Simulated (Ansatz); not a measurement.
Basis-set series for CH₆F₂O₂Si₂ (`O[SiH](O)C[SiH](F)F`). Charge 0, multiplicity 1. The structure was optimised at the PBE0-D4/def2-TZVP level. It is one conformer, not always the lowest.

```json
{"functional": "PBE0-D4", "basis": "def2-TZVPP", "functions": "323", "energy (Eh)": "-970.66442", "HOMO (eV)": "-8.62", "LUMO (eV)": "0.49"}
{"functional": "PBE0-D4", "basis": "def2-QZVPP", "functions": "605", "energy (Eh)": "-970.70750", "HOMO (eV)": "-8.65", "LUMO (eV)": "0.18"}
{"functional": "ωB97M-V", "basis": "def2-TZVPP", "functions": "323", "energy (Eh)": "-971.15363", "HOMO (eV)": "-10.89", "LUMO (eV)": "2.05"}
{"functional": "ωB97M-V", "basis": "def2-QZVPP", "functions": "605", "energy (Eh)": "-971.19372", "HOMO (eV)": "-10.93", "LUMO (eV)": "1.38"}
```

Problem. Give the rows for def2-SVP. (An estimate is asked.)

Solution. Ansatz gave: 
| functional | basis | functions | energy (Eh) | HOMO (eV) | LUMO (eV) |
| --- | --- | --- | --- | --- | --- |
| PBE0-D4 | def2-SVP | 136 | -969.95058 | -8.47 | 1.04 |
| ωB97M-V | def2-SVP | 136 | -970.42870 | -10.72 | 2.92 |

Positive LUMOs are unbound and depend on the basis.
